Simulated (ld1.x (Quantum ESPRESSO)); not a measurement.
**Varying the ultrasoft potential for F (Z = 9)**

Base potential:

```
Element                 : fluorine
Generator               : ld1.x (Quantum ESPRESSO) 7.5
Type                    : ultrasoft
Functional              : PBE
Relativity              : scalar-relativistic
Frozen core             : [He]
Valence charge          : 7
Reference configuration : 2s1 2p6
Partial waves           : 2s (bound): rcut 0.70, rcutus 0.75 bohr; 2s channel at 2.9 Ry: rcut 0.70, rcutus 0.75 bohr; 2p (bound): rcut 1.00, rcutus 1.35 bohr; 2p channel at -0.5 Ry: rcut 1.00, rcutus 1.35 bohr; 3d channel at 0.25 Ry: rcut 0.95, rcutus 1.25 bohr; 3d channel at 1.75 Ry: rcut 0.95, rcutus 1.25 bohr
Local potential         : all-electron potential smoothed inside 0.70 bohr (lloc = -1)
Core correction         : a·sin(br)/r model core, default radius (core density twice the valence density)
Augmentation charge     : PSQ, radius 0.65 bohr
```

All-electron outer shells of the reference configuration (PBE, scalar-relativistic, ld1.x):

| shell | level (eV) | outermost node (bohr) | outermost maximum (bohr) |
| --- | --- | --- | --- |
| 1s | -664.00 | – | 0.11 |
| 2s | -30.38 | 0.24 | 0.76 |
| 2p | -11.54 | – | 0.71 |

Cutoffs, loose and tight: the cutoffs (Ry, on a coarse ladder) from which the occupation-weighted sum of valence levels, in a spherical-Bessel basis at the reference potential, stays within 10 and 1 mRy of its value at 400 Ry. They do not see the model core or the augmentation charge, which bear on the density cutoff. Test errors are all-electron minus pseudo excitation energies from the reference, over the configurations 2s2 2p5; 2s2 2p4; 2s2 2p3; 2s2 2p2; 2s1 2p5; 2s2 2p5.3; 2s2 2p1. A dash means not determined; rows that change the core or the reference have their own tests.

Cutoffs are not given where the Bessel-basis levels miss the radial ones by over 6 mRy, ghosts where they miss by over 20 mRy; a channel whose overlap is not positive is not tested.

A file whose overlap is not positive is unfit for use, and its test errors describe a broken file.

```tsv
change	outcome	cutoff, loose	cutoff, tight	bound ghosts	largest test error (meV)
base	generated, overlap not positive	–	–	not determined (overlap not positive)	-99
all radii but the core radius scaled by about 1.09 (s 0.82, p 1.46, d 1.36 bohr, rcut 0.76/1.08/1.04); local potential all-electron potential smoothed inside 0.76 bohr (lloc = -1); augmentation PSQ, radius 0.70 bohr	generated, overlap not positive	–	–	not determined (overlap not positive)	-179
all radii but the core radius scaled by about 1.29 (s 0.96, p 1.74, d 1.62 bohr, rcut 0.90/1.30/1.22); local potential all-electron potential smoothed inside 0.90 bohr (lloc = -1); augmentation PSQ, radius 0.84 bohr	generated	30 Ry	50 Ry	none	-406
all radii but the core radius scaled by about 1.36 (s 1.02, p 1.84, d 1.70 bohr, rcut 0.96/1.36/1.30); local potential all-electron potential smoothed inside 0.96 bohr (lloc = -1); augmentation PSQ, radius 0.88 bohr	generated	30 Ry	45 Ry	none	-495
```

(1) What comes out with this change to the base: all radii but the core radius scaled by about 0.89 (s 0.66, p 1.20, d 1.12 bohr, rcut 0.62/0.90/0.84); local potential all-electron potential smoothed inside 0.62 bohr (lloc = -1); augmentation PSQ, radius 0.58 bohr?

(2) What comes out with this change to the base: all radii but the core radius scaled by about 1.19 (s 0.90, p 1.60, d 1.48 bohr, rcut 0.84/1.18/1.12); local potential all-electron potential smoothed inside 0.84 bohr (lloc = -1); augmentation PSQ, radius 0.78 bohr?

(3) What comes out with this change to the base: all radii but the core radius scaled by about 0.75 (s 0.56, p 1.02, d 0.94 bohr, rcut 0.54/0.76/0.72); local potential all-electron potential smoothed inside 0.54 bohr (lloc = -1); augmentation PSQ, radius 0.50 bohr?

Results:

(1) outcome: generated, overlap not positive; bound ghosts: not determined (overlap not positive); largest test error (meV): +13. A file whose overlap is not positive is unfit for use, and its test errors describe a broken file.

(2) outcome: generated, overlap not positive; bound ghosts: not determined (overlap not positive); largest test error (meV): -300. A file whose overlap is not positive is unfit for use, and its test errors describe a broken file.

(3) outcome: generated, overlap not positive; bound ghosts: not determined (overlap not positive); largest test error (meV): +78. A file whose overlap is not positive is unfit for use, and its test errors describe a broken file.
